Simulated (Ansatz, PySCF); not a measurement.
Reaction (SMILES): CC1=[C-]C=CC1 -> Cc1ccc[cH-]1
Structures are relaxed separately at B3LYP-D3(BJ)/def2-TZVP in Ansatz (an electronic-structure program), one conformer each, not searched for the lowest. Unstable Hartree-Fock reference: CC1=[C-]C=CC1.

Quantity: isomerisation energy (0 K, with B3LYP-D3(BJ) harmonic zero-point energies from PySCF), in eV. Cores are frozen in the correlated levels unless marked. Spin-orbit coupling is left out. Non-relativistic. Anions need diffuse functions: aug- sets have them; def2-D sets add few; the other sets have none. CBS(X,Y): correlation extrapolated as X^-3; Hartree-Fock from the larger set. [CCSD(T)-MP2]/basis is that difference in the basis named.

```json
[
 {"level": "HF/cc-pwCVTZ", "program": "Ansatz", "isomerisation energy (eV)": "-1.94"},
 {"level": "PBE/def2-TZVPD", "program": "Ansatz", "isomerisation energy (eV)": "-2.05"}
]
```

What does RI-MP2/CBS(aug-cc-pVTZ,aug-cc-pVQZ)+[CCSD(T)-MP2]/aug-cc-pVTZ (Ansatz) give?

-1.99 eV, so PBE/def2-TZVPD differs from it by -0.06 eV.
